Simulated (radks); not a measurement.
All-electron atom: the helium ion He+ in 7d1 (not the ground configuration). Method: non-relativistic Kohn-Sham, PBEsol, spin-polarised, spherical densities, point nucleus; open shells are filled with parallel spins first; computed with a radial shooting solver on a logarithmic mesh with Libxc functionals.

Unscreened Slater integrals over Kohn-Sham orbitals (eV). They are taken over the spin-up orbitals.

integral     value
F0(7d,7d)  0.73075
F2(7d,7d)  0.38482
F4(7d,7d)  0.27618

Derived for the open shells (J is the average intra-shell exchange parameter used in DFT+U). 7d: Racah B = F2/49 - 5 F4/441 = 0.004722 eV, C = 35 F4/441 = 0.02192 eV, C/B = 4.64, F4/F2 = 0.718, J = (F2 + F4)/14 = 0.04721 eV.
